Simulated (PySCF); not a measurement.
Al(OH)2 (AlH2O2), SMILES [OH][Al][OH], multiplicity 2. Geometry: PBE0-D3(BJ)/def2-TZVP. The multiplicity is an assumed one; other spin states were not compared. The isomer is the one that the SMILES or the coordinates give; other isomers of the formula were not compared. One conformer was computed; it need not be the lowest.

Calculation: PBE0-D3(BJ)/def2-TZVP in PySCF 2.14.0.

Harmonic wavenumbers (cm⁻¹): 199, 225, 299, 507, 587, 788, 896, 3933, 3935. Rotational constants (GHz): 40.95, 6.474, 5.590; symmetry number 2.

Question: Work out the zero-point energy and the ideal-gas rigid-rotor harmonic-oscillator thermochemistry at 298.15 K and 1 atm.

Answer: ZPE = ½ Σ hcν = ½ × 11369 cm⁻¹ = 16.25 kcal/mol. H − E(el) = 19.90 kcal/mol. Entropy in cal/(mol K): translation 38.24, rotation 21.52, vibration 6.95, spin 1.38, total 68.10. G − E(el) = -0.41 kcal/mol. Cp = 16.74 cal/(mol K).
